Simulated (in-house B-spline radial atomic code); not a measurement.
Ga IV (Ga3+) is squeezed into an impenetrable sphere of radius R (the orbitals vanish at R). Method: non-relativistic PBE, spin-polarised, spherical fractional occupations, point nucleus. Calculated with an all-electron radial atomic-structure program (B-spline basis).

Energies in eV above the free ion in [Ar] 3d10:

```
R (bohr)  highest level (eV)  [Ar] 3d10  -dE/dV in [Ar] 3d10 (GPa)
    8.62               -52.9          0                   2.27e-08
    6.81               -52.9          0                    1.6e-05
     5.1               -52.8  0.0009568                     0.0108
       4               -52.8    0.03831                      0.676
    3.61               -52.7     0.1364                       2.91
    3.04                 -52     0.8412                       24.8
     2.7               -50.9      2.461                       91.7
    2.18               -45.8      13.04                        778
    1.99               -41.6      24.64                       1820
    1.36                6.44      255.7                      48500
```

The highest level is first positive in the row R = 1.36 bohr, pushed up by confinement above the zero of the free ion's potential. Each configuration is held fixed and needn't be the lowest in the sphere.
